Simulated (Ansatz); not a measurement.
Basis-set series for H$_{8}$OSSi$_{3}$ (`O[SiH](S)[SiH2][SiH3]`). Charge 0, multiplicity 1. Geometry: relaxed with PBE0-D4/def2-TZVP. It is one conformer, not always the lowest.

```
functional       basis  functions  energy (Eh)  HOMO (eV)  LUMO (eV)
   PBE0-D4  def2-TZVPP        311  -1346.27717      -7.63      -0.46
   PBE0-D4  def2-QZVPP        577  -1346.32319      -7.66      -0.60
   ωB97M-V  def2-TZVPP        311  -1346.72619      -9.77       1.25
   ωB97M-V  def2-QZVPP        577  -1346.76981      -9.80       0.91
```

Q: Give the rows for def2-SVP. (Best estimate.)

A: Computed: 
```csv
functional,basis,functions,energy (Eh),HOMO (eV),LUMO (eV)
PBE0-D4,def2-SVP,126,-1345.73014,-7.53,-0.11
ωB97M-V,def2-SVP,126,-1346.17519,-9.64,1.76
```

Positive LUMOs are unbound and depend on the basis.
